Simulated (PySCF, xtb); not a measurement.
GeH₃O₄, SMILES [O][Ge]([OH])([OH])[OH], multiplicity 2. Other conformers were not sampled.

Harmonic wavenumbers (cm⁻¹) from GFN2-xTB run with xtb at its own minimum, in rising order: 154, 193, 205, 217, 225, 243, 275, 304, 480, 588, 625, 702, 764, 815, 844, 3596, 3628, 3635.

Task: What does PySCF 2.14.0 with B3LYP-D3(BJ)/def2-SVP give at its own minimum? (The exact figures need the calculation; the answer reports its results.)

Result: 98, 172, 192, 225, 240, 250, 265, 278, 673, 711, 752, 756, 879, 900, 921, 3826, 3829, 3839. Paired by order, the mean absolute difference is 87 cm⁻¹ and the zero-point energies are 25.0 and 26.9 kcal/mol.
